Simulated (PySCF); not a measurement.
Al(Cl) cation (AlCl), SMILES [Al][Cl] (connectivity only; charge and spin as stated), charge +1, multiplicity 2.

The structure is a stationary point at PBE0-D3(BJ)/def2-TZVPD. The multiplicity is an assumed one; other spin states were not compared.

These are PBE/def2-TZVPD run with PySCF values and carry that method's errors.

Gas-phase values at a fixed geometry.

| Property | Result |
|---|---|
| total energy | -702.04476 hartree |
| point group | C∞v |
| α spin, highest occupied and lowest empty level | -13.63 and -9.10 eV |
| β spin, highest occupied and lowest empty level | -14.50 and -12.09 eV |
| dipole moment about the centre of nuclear charge | 5.30 D |
| mean static polarisability | 35.8 bohr³ (5.31 Å³) |
| polarisability, principal values | 31.4, 31.4, 44.8 bohr³ |
| ⟨S²⟩ | 0.752 (pure state 0.75) |
